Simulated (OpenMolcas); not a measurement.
## Fe IV: Racah parameters, worked from levels

```yaml
Program: OpenMolcas
Basis: ANO-RCC-VQZP [7s6p4d3f2g1h]
Scalar_Hamiltonian: DKH2, point nucleus
Active_space: 5 electrons in 10 orbitals (3d 4d)
State_averaging: 2S+1 = 6 even, 1 root; 2S+1 = 4 even, 24 roots; 2S+1 = 2 even, 53 roots
Spin-orbit_coupling: RASSI with atomic mean-field integrals over the reference wave functions, term energies averaged over their components
```

Methods: CASSCF; MS-CASPT2, IPEA 0.25 Eh, imaginary shift 0.1 Eh (closed shells correlated: 3s 3p).

**Racah parameters.** Above ⁶S, d5 has ⁴D at 17B + 5C, ⁴G at 10B + 5C and ⁴P at 7B + 7C. The first two fix B and C, and the third tests them; where it misses by thousands of cm-1, two parameters do not describe the configuration (Trees and configuration-interaction terms are left out) and B and C hang on the terms chosen. Term energies are centres of gravity, weighted by 2J + 1.

```json
{"Source": "CASSCF", "⁴D": "45372", "⁴G": "36464", "B": "1273", "C": "4748", "C/B": "3.73", "⁴P from B, C": "42147", "⁴P found": "41728"}
{"Source": "MS-CASPT2", "⁴D": "40247", "⁴G": "33439", "B": "973", "C": "4743", "C/B": "4.87", "⁴P from B, C": "40012", "⁴P found": "36948"}
```

Energies in cm-1. From CASSCF to MS-CASPT2, B changes by -23.6 % and C by -0.1 %.

CASPT2 does not keep the components of a term degenerate, so their means are used; among the terms shown or strongly mixed into the levels shown the widest spread is 130 cm-1 (3d⁵ ⁴G, MS-CASPT2). Active for correlation alone: 4d; no level in the range computed is led by a configuration that fills it, so any true level of that kind is missing. Without dynamic correlation excited terms often stand tens of per cent too high (terms of higher spin than the ground term too low), and those without a measured partner can miss by more than the paired ones (holds for CASSCF). Levels of configurations outside the active space are missing.
